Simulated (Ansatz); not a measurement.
Ansatz results at the PBE0-D4/def2-TZVP geometry: HOMO–LUMO gap (PBE0/def2-TZVPP) 5.26 eV; HOMO–LUMO gap (ωB97M-V/def2-TZVPP) 9.38 eV; ideal-gas entropy at 298 K and 1 bar (rigid rotor, harmonic PBE0-D4/def2-TZVP) 353 J/(mol·K).

Each molecule was computed in one conformer, which needn't be the lowest.

Which molecule gave them?
A. `C[SiH2][Se][SiH]([GaH2])[TeH]`
B. `C=C1O[SiH2]C1N`
C. `Cl[SiH2]BBr`
D. `B[SiH](Cl)Br`

C. The others give `C=C1O[SiH2]C1N`: 6.27, 10.18, 337; `C[SiH2][Se][SiH]([GaH2])[TeH]`: 5.33, 8.91, 497; `B[SiH](Cl)Br`: 6.52, 10.46, 341.
